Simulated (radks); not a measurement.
The mean radii <r> (bohr) of the occupied orbitals of an atom or ion are listed with their occupations. Calculated with a radial shooting solver on a logarithmic mesh with Libxc functionals: scalar-relativistic Kohn-Sham, PBE, spin-unpolarised, spherical densities, point nucleus.

orbital  occ.      <r>
1s          2  0.01898
2s          2  0.08037
2p          6  0.07172
3s          2   0.2086
3p          6   0.2085
3d         10   0.1890
4s          2   0.4682
4p          6   0.4976
4d         10   0.5351
5s          2    1.135
5p          6    1.338
4f         14   0.6764
5d          2    2.116

Name the element and its charge.

Answer. Z = 72, hafnium, charge +2: Hf2+ in [Xe] 4f14 5d2. The 1s radius gives Z: for a bare nucleus <r> = (2 gamma + 1)/(2Z) with gamma = sqrt(1 - (Z/c)^2), 0.01876 bohr for Z = 72, and screening makes it slightly larger (0.01898 here). The occupations add up to 70, and the charge is Z minus that.
